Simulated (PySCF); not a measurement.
H8N4Si.

```xyz
13

N      1.3402    -0.1934     1.0847
Si     0.0000     0.0000     0.0000
N      0.1934     1.3402    -1.0847
N     -1.3402     0.1934     1.0847
N     -0.1934    -1.3402    -1.0847
H      2.2837    -0.1884     0.7095
H      1.2634    -0.8559     1.8510
H      0.1884     2.2837    -0.7095
H      0.8559     1.2634    -1.8510
H     -2.2837     0.1884     0.7095
H     -1.2634     0.8559     1.8510
H     -0.8559    -1.2634    -1.8510
H     -0.1884    -2.2837    -0.7095
```

Geometry optimised at B3LYP-D3(BJ)/def2-SVP. Other conformers were not sampled.

All values below come from KT2/pcSseg-1 run with PySCF. Non-relativistic, no solvent.

Problem. Give the absolute GIAO shielding of each atom: isotropic value and principal components (ppm). (An estimate is asked for; the answer gives what the named calculation found.)

Solution. 
| atom | σ(iso) | σ11 | σ22 | σ33 | span |
|---|---|---|---|---|---|
| N1 | 236.5 | 199.7 | 242.4 | 267.6 | 67.9 |
| Si2 | 396.2 | 366.5 | 411.1 | 411.1 | 44.5 |
| N3 | 236.5 | 199.7 | 242.4 | 267.6 | 67.9 |
| N4 | 236.5 | 199.7 | 242.4 | 267.6 | 67.9 |
| N5 | 236.5 | 199.7 | 242.4 | 267.6 | 67.9 |
| H6 | 31.3 | 24.8 | 27.0 | 42.1 | 17.3 |
| H7 | 30.7 | 23.8 | 27.1 | 41.2 | 17.3 |
| H8 | 31.3 | 24.8 | 27.0 | 42.1 | 17.3 |
| H9 | 30.7 | 23.8 | 27.1 | 41.2 | 17.3 |
| H10 | 31.3 | 24.8 | 27.0 | 42.1 | 17.3 |
| H11 | 30.7 | 23.8 | 27.1 | 41.2 | 17.3 |
| H12 | 30.7 | 23.8 | 27.1 | 41.2 | 17.3 |
| H13 | 31.3 | 24.8 | 27.0 | 42.1 | 17.3 |
